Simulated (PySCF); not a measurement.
**Germanium: a sound run and one with changed settings**

Sound run: Ge [Ar] 3d10 4s2 4p2, Ge+ [Ar] 3d10 4s2 4p1. All numbers are calculated (PySCF 2.14, the spin-free X2C one-electron Hamiltonian (Gaussian nucleus), in x2c-TZVPall). In the sound run the correlated levels freeze [Ar] 3d10. The sound run starts from symmetry-adapted Hartree-Fock orbitals and uses a fine grid where one is needed.

Changed run: basis STO-3G, all-electron and non-relativistic. This setting is unsound on purpose.

| species | method | sound run (hartree) | changed run (hartree) | converged |
| --- | --- | --- | --- | --- |
| Ge | UHF | -2097.04821 | -2051.63626 | yes |
| Ge | r2SCAN | -2098.69332 | -2052.91020 | yes |
| Ge | B3LYP | -2098.76494 | -2052.83473 | yes |
| Ge | MP2 | -2097.09748 | -2051.64352 | yes |
| Ge | CCSD(T) | -2097.11368 | -2051.64939 | yes |
| Ge+ | UHF | -2096.77574 | -2051.47666 | yes |
| Ge+ | r2SCAN | -2098.39735 | -2052.72124 | yes |
| Ge+ | B3LYP | -2098.47577 | -2052.65342 | yes |
| Ge+ | MP2 | -2096.81237 | -2051.49165 | yes |
| Ge+ | CCSD(T) | -2096.82651 | -2051.50273 | yes |

Ionisation energy of Ge:

| method | sound run (eV) | changed run (eV) |
| --- | --- | --- |
| UHF | 7.414 | 4.343 |
| r2SCAN | 8.054 | 5.142 |
| B3LYP | 7.869 | 4.934 |
| MP2 | 7.758 | 4.133 |
| SCS-MP2 | 7.684 | 4.091 |
| CCSD | 7.788 | 3.991 |
| CCSD(T) | 7.814 | 3.991 |

A minimal basis cannot let orbitals breathe on ionisation and holds almost no correlation. The Hamiltonian changed with the basis, so the totals do not compare.

For comparison, NIST gives 7.899 eV between the lowest levels.
